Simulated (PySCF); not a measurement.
**A ladder of Hamiltonians for Ir⁶⁷⁺ (iridium, charge +67)**

Occupied: 1s1/2, 2s1/2, 2p1/2, 2p3/2. Hartree-Fock calculated with PySCF 2.14 in an even-tempered Gaussian basis (19 s from 17 bohr⁻², ratio 2.3; 16 p from 20 bohr⁻², ratio 2.3), Gaussian nucleus throughout. NR is non-relativistic, sf-X2C the spin-free one-electron X2C Hamiltonian, X2C adds the bare one-electron spin-orbit term, X2C-SNSO screens it by Boettger's factors, DC is four-component Dirac-Coulomb, and the Gaunt and Breit terms are added at first order (total energies over the DC spinors, levels after relaxing the spinors in that mean field). QED terms are absent. Levels marked empty are virtual spinors of this ion.

```json
{"Hamiltonian": "NR", "E (hartree)": "-11197.6459", "E − E(DC) (hartree)": "901.4286", "CPU seconds": "0.43"}
{"Hamiltonian": "sf-X2C", "E (hartree)": "-12073.2288", "E − E(DC) (hartree)": "25.8457", "CPU seconds": "0.35"}
{"Hamiltonian": "X2C", "E (hartree)": "-12094.0254", "E − E(DC) (hartree)": "5.0490", "CPU seconds": "0.35"}
{"Hamiltonian": "X2C-SNSO", "E (hartree)": "-12092.8678", "E − E(DC) (hartree)": "6.2066", "CPU seconds": "0.34"}
{"Hamiltonian": "DC", "E (hartree)": "-12099.0745", "E − E(DC) (hartree)": "0.0000", "CPU seconds": "16"}
{"Hamiltonian": "DC+Gaunt", "E (hartree)": "-12082.8525", "E − E(DC) (hartree)": "16.2219", "CPU seconds": "26"}
{"Hamiltonian": "DC+Breit", "E (hartree)": "-12084.2476", "E − E(DC) (hartree)": "14.8268", "CPU seconds": "73"}
```

Give the 2p spin-orbit interval with each Hamiltonian that has one.

X2C 1740; X2C-SNSO 1689; DC 1690; DC+Gaunt 1672; DC+Breit 1672 (eV).

| level (eV) | NR | sf-X2C | X2C | X2C-SNSO | DC | DC+Gaunt | DC+Breit |
| --- | --- | --- | --- | --- | --- | --- | --- |
| 1s1/2 | -75749.9 | -82665.5 | -82644.5 | -82645.7 | -82746.0 | -82477.0 | -82494.6 |
| 2s1/2 | -17259.2 | -19267.0 | -19261.8 | -19262.1 | -19276.9 | -19247.0 | -19249.1 |
| 2p1/2 | -16859.5 | -17544.1 | -18794.2 | -18755.2 | -18766.5 | -18714.0 | -18719.1 |
| 2p3/2 | -16859.5 | -17544.1 | -17054.7 | -17066.7 | -17076.6 | -17042.3 | -17047.5 |
| 3s1/2 (empty) | -7222.7 | -7860.6 | -7859.7 | -7859.8 | -7863.3 | -7855.3 | -7856.3 |
| 3p1/2 (empty) | -7086.0 | -7364.4 | -7699.8 | -7689.5 | -7692.5 | -7678.8 | -7680.6 |
| 3p3/2 (empty) | -7086.0 | -7364.4 | -7230.9 | -7234.2 | -7236.3 | -7227.4 | -7229.2 |

Weight of the small component: 1s1/2 0.0851, 2s1/2 0.0200, 2p1/2 0.0199, 2p3/2 0.0180, 3s1/2 0.00792, 3p1/2 0.00785, 3p3/2 0.00735.

Koopmans' value for the highest occupied level at DC+Breit: 17047.5 eV, against an ionisation energy of 17040 ± 40 eV (theoretical estimate listed by NIST; NIST Atomic Spectra Database, ionization energies); the former lacks relaxation, correlation, QED and recoil.

The whole ladder took 120 s of wall time on 1 thread of Neoverse-V2 (shared host), launched as `OMP_NUM_THREADS=1 python relrun2.py TASK.json OUT` (a driver that calls PySCF for each Hamiltonian).

Dirac-Coulomb iterations, started from the X2C spinors:

```
with_ssss True, with_gaunt False, with_breit False
light speed = 137.03599967994
init E= -12001.4246759598
cycle= 1 E= -12099.0719498213  delta_E= -97.6  |g|= 3.68  |ddm|= 0.125
cycle= 2 E= -12099.0744756774  delta_E= -0.00253  |g|= 0.0428  |ddm|= 0.00398
cycle= 3 E= -12099.0744774325  delta_E= -1.76e-06  |g|= 0.00108  |ddm|= 0.000145
cycle= 4 E= -12099.0744774337  delta_E= -1.18e-09  |g|= 5.82e-06  |ddm|= 3.18e-06
```
